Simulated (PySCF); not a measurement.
Work out the structure from these simulated measurements.

Elements present: B, C, H and O. Monoisotopic mass: 128.0623 u.

* Dipole: 1.04 D [B3LYP/def2-SVPD]
* UV, first state: lowest singlet excitation: 5.50 eV (226 nm, f = 0.002) [TDDFT B3LYP/def2-SVPD]
* Valence photoelectron: vertical ionisation energy: 9.52 eV [ΔSCF B3LYP/def2-SVPD]
* 1H NMR: chemical shifts (computed TMS as zero) by class: 4.61 (2 H), 3.37 (2 H), 3.31 (3 H) ppm [GIAO PBE0/pcSseg-1]
* Polarisability: 74.5 au [B3LYP/def2-SVPD]
* NMR, other nuclei: isotropic shieldings of nuclei other than C and H, by class: 68 (1 B), 74 (2 B), 112 (1 O), 118 (2 O), 347 (1 O) ppm [GIAO PBE0/pcSseg-1]
* 13C NMR: chemical shifts (computed TMS as zero) by class: 60.5 (1 C), 59.9 (1 C) ppm [GIAO PBE0/pcSseg-1]
* Triplet: lowest triplet excitation (Tamm–Dancoff): 5.26 eV [TDA B3LYP/def2-SVPD]
* Rotational structure: rotational constants A, B, C: 3.978, 1.021, 0.855 GHz [PBE0-D3(BJ)/def2-SVP]
* UV, strongest line: among the 10 lowest singlet transitions: S9 at 7.31 eV (170 nm, f = 0.029) [TDDFT B3LYP/def2-SVPD]

Electronic properties: PySCF, gas phase, density fitting. Levels stand in brackets. One conformer (not necessarily the lowest) at the PBE0-D3(BJ)/def2-SVP geometry, without solvent, vibrations or thermal averaging. Each NMR value is the plain mean over a class of atoms that symmetry, rotation or inversion makes alike.

**Question.** Which formula fits the mass and the elements?

**Answer.** C2H7B3O4 (calculated 128.0623). No other formula that holds each of these elements comes within 0.0003 u with a fitting electron parity and a possible valence count.

**Question.** Propose a structure and show how it fits.

**Answer.** Numbering: `[CH3:1][O:2][CH2:3][B:4]1[O:5][BH:6][O:7][BH:8][O:9]1`. 2 carbons fall into 2 classes; from least to most shielded: chain sp3 carbon bound to oxygen [C3] (60.5 ppm), methoxy carbon [C1] (59.9 ppm). Hydrogen classes from least to most shielded: 2 H on 2 three-coordinate borons, B6/B8 (4.61 ppm), 2 H on an sp3 carbon bound to oxygen, C3 (3.37 ppm, a mean of values up to 0.8 ppm apart in this geometry), 3 H on a methoxy carbon, C1 (3.31 ppm, a mean of values up to 0.8 ppm apart in this geometry). The other shieldings belong to: 68 ppm, three-coordinate boron [B4]; 74 ppm, three-coordinate boron [B6/B8]; 112 ppm, boron-bound oxygen [O7]; 118 ppm, boron-bound oxygen [O5/O9]; 347 ppm, ether oxygen [O2]. The first electron is taken from the HOMO, whose largest Löwdin shares are 0.56 on the ether oxygen, 0.11 on the sp3 carbon bound to oxygen, 0.09 on the methoxy carbon and 0.06 on a three-coordinate boron. The optimised geometry has point group C1 and is an asymmetric top. Structure: `COCB1OBOBO1`. The assignments are read from this structure; whether some other isomer fits the data as well wasn't checked.

Shape of the structure used: `[CH3:1][O:2][CH2:3][B:4]1[O:5][BH:6][O:7][BH:8][O:9]1`: C1–O2–C3–B4 76°, O2–C3–B4–O5 -2°.
